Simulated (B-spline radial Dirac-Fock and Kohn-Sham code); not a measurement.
# Elastic electron scattering at 100 eV, H to Ti

Model: relativistic (Dirac) partial waves in the static field of the Dirac-Fock atom with Furness-McCarthy exchange, without polarisation or absorption potentials. Program: a radial B-spline solver. Below a few hundred eV the neglected polarisation potential matters, most of all at small angles. σ_tr1 and σ_tr2 weight the cross section with 1 − P₁ and 1 − P₂ of cos θ; "backward" is the share scattered beyond 90°.

| Z | element | σ (a₀²) | σ_tr1 (a₀²) | σ_tr2 (a₀²) | backward (%) | dσ/dΩ at 90° (a₀²/sr) |
| --- | --- | --- | --- | --- | --- | --- |
| 1 | H | 1.17 | 0.315 | 0.591 | 5.9 | 0.0211 |
| 2 | He | 1.96 | 0.928 | 1.42 | 16 | 0.0757 |
| 3 | Li | 8.68 | 1.85 | 2.90 | 7.0 | 0.129 |
| 4 | Be | 10.8 | 2.84 | 4.26 | 9.1 | 0.190 |
| 5 | B | 11.1 | 3.77 | 5.07 | 13 | 0.243 |
| 6 | C | 10.5 | 4.57 | 5.27 | 19 | 0.245 |
| 7 | N | 9.77 | 5.20 | 5.09 | 25 | 0.195 |
| 8 | O | 9.06 | 5.63 | 4.74 | 29 | 0.127 |
| 9 | F | 8.36 | 5.85 | 4.36 | 33 | 0.0699 |
| 10 | Ne | 7.67 | 5.86 | 4.04 | 36 | 0.0381 |
| 12 | Mg | 16.1 | 6.87 | 5.51 | 18 | 0.0830 |
| 13 | Al | 19.3 | 7.55 | 6.44 | 16 | 0.147 |
| 14 | Si | 20.0 | 8.19 | 7.15 | 16 | 0.251 |
| 15 | P | 19.8 | 8.74 | 7.60 | 17 | 0.388 |
| 16 | S | 19.2 | 9.19 | 7.87 | 19 | 0.537 |
| 17 | Cl | 18.4 | 9.49 | 8.01 | 22 | 0.670 |
| 18 | Ar | 17.6 | 9.64 | 8.12 | 24 | 0.769 |
| 19 | K | 26.0 | 10.4 | 9.17 | 18 | 0.841 |
| 20 | Ca | 30.0 | 11.1 | 10.3 | 17 | 0.900 |
| 21 | Sc | 27.5 | 11.1 | 10.4 | 19 | 0.905 |
| 22 | Ti | 25.1 | 10.9 | 10.3 | 22 | 0.871 |

Values without a named source are computed, but for edge energies of neutral atoms, which are taken from tables.
